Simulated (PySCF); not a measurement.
# TDDFT excited states: C6H9ClSe

C₆H₉ClSe.
Geometry (PBE0-D3(BJ)/def2-SVP, Å), atoms numbered from 1 in this order:
```
atom  x, y, z in Å
C1     3.3403    0.0254    0.2311
C2     2.1576   -0.4038    0.6616
C3     0.8773   -0.4408   -0.1111
Cl4    1.0293    0.2975   -1.7536
C5    -0.3121    0.2237    0.5551
Se6   -0.1002    1.4402    1.8134
C7    -1.6394   -0.2446    0.0435
C8    -2.8724    0.4900    0.5227
H9     3.4630    0.4467   -0.7694
H10    4.2183   -0.0225    0.8789
H11    2.0575   -0.8130    1.6731
H12    0.6129   -1.4938   -0.3140
H13   -1.5773   -0.2330   -1.0603
H14   -1.7055   -1.3208    0.3018
H15   -2.8373    1.5504    0.2321
H16   -3.7770    0.0402    0.0873
H17   -2.9573    0.4578    1.6184
```

The calculation used TDDFT CAM-B3LYP/def2-SVPD, vertical, gas phase, core orbitals frozen in the response (PySCF 2.14.0, density-fitted response routines). Relativistic effects, spin–orbit coupling among them, are left out although an element past zinc is present.

Q: Predict the UV-vis stick spectrum at this level.

A: 

| state | E (eV) | E (hartree) | f | \|μ\| (D) | main configurations (H = HOMO, L = LUMO) |
| --- | --- | --- | --- | --- | --- |
| S1 | 2.00 | 0.0737 | 0.0000 | 0.06 | H→L (98%) |
| S2 | 4.74 | 0.1741 | 0.022 | 1.10 | H-1→L (48%), H-2→L (46%) |
| S3 | 4.93 | 0.1813 | 0.183 | 3.13 | H-1→L (47%), H-2→L (44%) |
| S4 | 5.46 | 0.2005 | 0.0089 | 0.66 | H-3→L (67%), H-5→L (14%), H-4→L (10%) |
| S5 | 5.65 | 0.2075 | 0.0095 | 0.67 | H-4→L (71%), H-3→L (19%) |
| S6 | 5.71 | 0.2098 | 0.0091 | 0.65 | H→L+2 (70%), H→L+1 (9%) |

The lowest singlet lies at 2.00 eV (619 nm, visible) and is dark (f under 0.0005); its leading configuration is HOMO→LUMO (98%). The most intense listed level is S3 at 4.93 eV (251 nm, f = 0.183), 2.93 eV above S1. Löwdin shares by element: HOMO selenium 74%, carbon 10% or more (atoms not listed hold the other 16%); LUMO selenium 41%, carbon 39% or more, chlorine 9%. Orbital energies (eV): HOMO-3 -10.27, HOMO-2 -9.31, HOMO-1 -9.10, HOMO -7.55, LUMO -1.60, LUMO+1 0.98, LUMO+2 1.05. Of the 6 states listed, 2 reach f = 0.01 and 1 stays under 0.0005. Weighted by f, the mean energy of these states is 4.99 eV. S1 lies in the visible range (380 to 750 nm), at 619 nm, dark in the vertical dipole picture (f under 0.0005); light of that wavelength is red, and its complementary colour is blue-green. The window holds the lowest 6 singlets.

One conformer stands for the species.
